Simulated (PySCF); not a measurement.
Run record: geometry optimisation, SbMe2Br, `[CH3][Sb]([CH3])[Br]`.

Computed with PBE0-D3(BJ)/def2-SVP geometry optimisation, gas phase, def2 core potentials past Kr (PySCF 2.14.0). Start geometry: GFN2-xTB. The input is one job of a driver script: a line of settings, then coordinates in Å.

Input:
```
{"job": {"xc": "PBE0", "basis": "def2-SVP", "d3": "d3bj", "grid": 1, "maxiter": 30, "shake": 0.03, "kind": "geom"}, "charge": 0, "multiplicity": 1}
Sb    -0.247540    -0.615870     1.220490
C      1.489470    -0.546110     0.011340
H      1.200990    -0.631850    -1.061380
H      2.249730    -1.347970     0.299230
H      2.019370     0.382890     0.156180
C     -1.217440     1.059450     0.019100
H     -2.239320     1.103310     0.234250
H     -1.009600     0.869610    -1.046250
H     -0.741700     2.000860     0.351860
Br    -1.379310    -2.351070    -0.180400
```

Output:
```
step   0  E = -2893.50508574  max force = 0.053544
step   1  E = -2893.51263848  max force = 0.008902
step   2  E = -2893.51337652  max force = 0.003400
step   3  E = -2893.51350308  max force = 0.002272
step   4  E = -2893.51338011  max force = 0.003875
step   5  E = -2893.51343292  max force = 0.003518
step   6  E = -2893.51355005  max force = 0.001306
step   7  E = -2893.51355536  max force = 0.000497
step   8  E = -2893.51354260  max force = 0.000335
step   9  E = -2893.51353310  max force = 0.000313
step  10  E = -2893.51352790  max force = 0.000291
step  11  E = -2893.51352522  max force = 0.000278
optimisation converged
```

Energies in Eh; «max force» is the largest Cartesian gradient component in Eh/bohr.

Task: Give the first gradient maximum in eV/Å.

Result: With 1 Eh/bohr = 51.422 eV/Å, 2.753 eV/Å.

Task: How much energy does the optimisation release, in kJ/mol?

Result: E(step 0) − E(last step) = 0.008439 Eh, which is 22.2 kJ/mol.

In short: final energy -2893.51353 Eh after 11 steps; dipole 2.97 D.

Task: Where do the atoms end?

Result: 0.079 Å rms from the input after alignment:
```
atom  x, y, z in Å
Sb1   -0.1907   -0.4104    1.2396
C2     1.5487   -0.5226   -0.0415
H3     1.2254   -0.6788   -1.0797
H4     2.1828   -1.3617    0.2764
H5     2.1200    0.4147    0.0370
C6    -1.2247    1.0368    0.0082
H7    -2.2914    1.0346    0.2718
H8    -1.1079    0.7736   -1.0518
H9    -0.8084    2.0383    0.1955
Br10  -1.3291   -2.4012    0.1488
```

Task: How long does this job take on an Arm Neoverse V2 with one thread, shared host with 96 logical CPUs at a one-minute load of 32? And the peak memory of the process?

Result: About 66 s, with 0.47 GiB resident at the peak, the Python interpreter and its libraries included.
Labels such as C1 count atoms from 1, the log's own numbers from 0.
